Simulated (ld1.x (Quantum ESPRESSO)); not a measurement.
Configuration tests for Ca (TM)

Ca (Z = 20), norm-conserving Troullier–Martins (Kleinman–Bylander form), made with ld1.x (Quantum ESPRESSO) 7.5 (LDA (PZ), non-relativistic). Core [Ne] 3s2, reference 3p6 3d0 4s1 4p0 (charge +1). Waves: 4s (bound): rc 2.35 bohr; 3p (bound): rc 1.80 bohr; 3d (bound, empty): rc 1.75 bohr. Local part: all-electron potential smoothed inside 2.25 bohr (lloc = -2). Core correction: none.

Energies are relative to the spin-unpolarised reference configuration 3p6 3d0 4s1 4p0; without spin polarisation the order of configurations can differ from experiment. Spin-polarised rows fill each open shell by Hund’s rule, majority spin first.

Give the all-electron excitation energy and the error of the potential for: 3p6 3d0 4s2 4p0; 3p6 3d0 4s0 4p0; 3p6 3d0 4s1.5 4p0; 3p6 3d1 4s0 4p0; 3p6 3d0.5 4s1.5 4p0; 3p6 3d1 4s1 4p0; 3p5 3d0 4s2 4p0; 3p6 3d0 4s1 4p0 (spin-polarised); 3p6 3d0 4s1.5 4p0 (spin-polarised).

| valence configuration | charge | ΔE all-electron (eV) | error AE − PS (meV) |
| --- | --- | --- | --- |
| 3p6 3d0 4s2 4p0 | 0 | -6.438 | +18 |
| 3p6 3d0 4s0 4p0 | +2 | 11.900 | +12 |
| 3p6 3d0 4s1.5 4p0 | +0.5 | -3.881 | +5.3 |
| 3p6 3d1 4s0 4p0 | +1 | 1.209 | -38 |
| 3p6 3d0.5 4s1.5 4p0 | 0 | -5.474 | +31 |
| 3p6 3d1 4s1 4p0 | 0 | -4.295 | +17 |
| 3p5 3d0 4s2 4p0 | +1 | 28.270 | +446 |
| 3p6 3d0 4s1 4p0 (spin-polarised) | +1 | -0.207 | +3.9 |
| 3p6 3d0 4s1.5 4p0 (spin-polarised) | +0.5 | -3.919 | +6.3 |
